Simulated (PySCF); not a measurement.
IBr₂, doublet: data card

Method: UB3LYP/[I def2-SVP with ECP28, Br def2-SVP], scalar-relativistic core potentials, density fitting, no spin–orbit coupling, PySCF.

The structure is a minimum.

```xyz
3
charge 0 multiplicity 2, angstrom
I    -0.3418    0.0000    0.0000
Br    0.2778   -2.5803    0.0000
Br    0.2778    2.5803    0.0000
```

- Point group: C2v
- Bond lengths: I–Br 2.654 Å (×2)
- Bond angles: Br–I–Br 153.0°
- Atomisation energy without zero-point energy: 263 kJ/mol
- Heat capacity Cp at 298.15 K: 57.1 J/(mol K)
- Entropy at 298.15 K and 1 bar (electronic part: spin only): 338.9 J/(mol K)
- Zero-point energy: 2.5 kJ/mol
- Rotational symmetry number: 2
- Enthalpy at 298.15 K above 0 K: 15.20 kJ/mol
- Principal quadrupole moments (Buckingham, traceless) about the centre of mass: -2.09, -0.59, 2.67 D Å
- Rotational constants: 0.6243, 0.01604, 0.01564 cm⁻¹
- Principal polarisabilities: 34.1, 37.5, 177.8 bohr³
- Dipole moment: 0.74 D
- Highest occupied level (β): -7.45 eV
- Spin squared ⟨S²⟩: 0.758
- Lowest empty level (β): -5.86 eV

Harmonic modes (masses in u: I 126.904, Br 78.918):
```csv
symmetry,ω (cm⁻¹),IR (km/mol),μ (u),type
a1,51,0.6,96.56,bend
a1,177,0.1,81.10,stretch
b2,186,31.5,99.19,stretch
```

In C2v the vibrations span 2a1 + b2. Here b1 is antisymmetric to the molecular plane and b2 lies in it.

Charges (e):
| atom | Mulliken | Löwdin | polar tensor | spin (Mulliken) | Mayer order to I1 |
| --- | --- | --- | --- | --- | --- |
| I1 | 0.39 | 0.32 | 0.66 | 0.39 | – |
| Br2,3 | -0.19 | -0.16 | -0.33 | 0.31 | 0.83 |

Mulliken populations on I1 (electrons outside its core potential): s 3.98, p 10.53, d 10.10.

Only a few start shapes were tried, so a lower isomer may exist. Spin–orbit coupling, left out here, can matter for elements this heavy.

The final relaxation and frequency run took 37 s on 4 threads of a shared Arm Neoverse V1 host, with 90 basis functions and 10 gradients; the process peaked at 0.89 GiB.
